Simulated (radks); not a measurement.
Question: These are the eigenvalues of the occupied orbitals of an atom or ion with whole-number occupations (hartree). All-electron calculation, Dirac Kohn-Sham, PBE, spin-unpolarised, spherical densities, point nucleus. Program: a radial shooting solver on a logarithmic mesh with Libxc functionals.

1s1/2: -4.32861
2s1/2: -0.50348

Which element is it, and in what charge state? The configuration may be excited. Open shells, if any, are shared by 2j + 1.

Answer: Z = 4, beryllium, charge +1: Be+ in [He] 2s1. The 1s level, -4.3286 hartree, gives Z - s = 2.9 by -(Z - s)^2/2, which with screening and relativity narrows Z to a few neighbours, and the depths must fix Z and the occupations together.
